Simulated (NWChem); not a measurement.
System: C3H7S, doublet; SMILES S[C](C)C

Program: NWChem. Pople sets run with spherical d functions. Spin-unrestricted. No stability test was run on the SCF state. Level PBE/6-31G*: optimisations from one semi-empirical or force-field start; each run changes one setting, and all end within 0.3 mHa of each other. One conformer.

```tsv
setting	optimisation steps
redundant internal coordinates, default thresholds	13
loose thresholds	3
symmetry off	13
trust radius 0.05	15
tight thresholds	22
```
